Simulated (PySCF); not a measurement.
Br2, charge -1, doublet, geometry from GFN2-xTB (a state made from the parent by changing its charge; the spin is typed, not shown lowest). Base run: B3LYP/cc-pVTZ in PySCF.

Input for PySCF:
```python
from pyscf import gto, scf, dft

mol = gto.Mole()
mol.atom = '''
    Br   -0.00000000   -0.00000000   -1.52077587
    Br    0.00000000    0.00000000    1.52077587
'''
mol.basis = 'cc-pvtz'
mol.charge = -1
mol.spin = 1
mol.verbose = 4
mol.build()

mf = dft.UKS(mol)
mf.xc = 'b3lyp'
mf.kernel()
```

Each row names what was changed in the base input (with any setting that the change needs).

| change | basis functions | E (Eh) | HOMO (eV) |
|---|---|---|---|
| base | 86 | -5148.55480 | -1.80 |
| basis = cc-pVTZ-DK; relativity = spin-free X2C; nucleus = Gaussian (with mol.nucmod = 'G') | 86 | -5212.68889 | -1.78 |
| basis = cc-pVTZ-DK; relativity = spin-free X2C | 86 | -5212.73081 | -1.78 |
| basis = x2c-SVPall; relativity = spin-free X2C | 64 | -5211.77840 | -1.02 |
| basis = x2c-SVPall; relativity = spin-free X2C; nucleus = Gaussian (with mol.nucmod = 'G') | 64 | -5211.74622 | -1.02 |
| basis = cc-pVDZ-DK; relativity = none | 54 | -5109.09187 | -1.29 |
| basis = cc-pVDZ-DK; relativity = spin-free X2C; nucleus = Gaussian (with mol.nucmod = 'G') | 54 | -5212.44599 | -1.20 |
| basis = x2c-SVPall; relativity = none | 64 | -5119.11454 | -1.22 |
| basis = cc-pVDZ-DK; relativity = spin-free X2C | 54 | -5212.48249 | -1.20 |
| basis = cc-pVTZ-DK; relativity = none | 86 | -5105.50821 | -1.78 |

Totals shift with the method and basis; they matter in differences.

Open shells are given as the SCF converged; they aren't shown to be the lowest states, and a large step between rows can be another state.

Basis sets contracted for a relativistic Hamiltonian are a mismatch without it, so the rows without relativity aren't non-relativistic limits. No row has spin-orbit coupling; sets with core potentials leave out the core electrons.
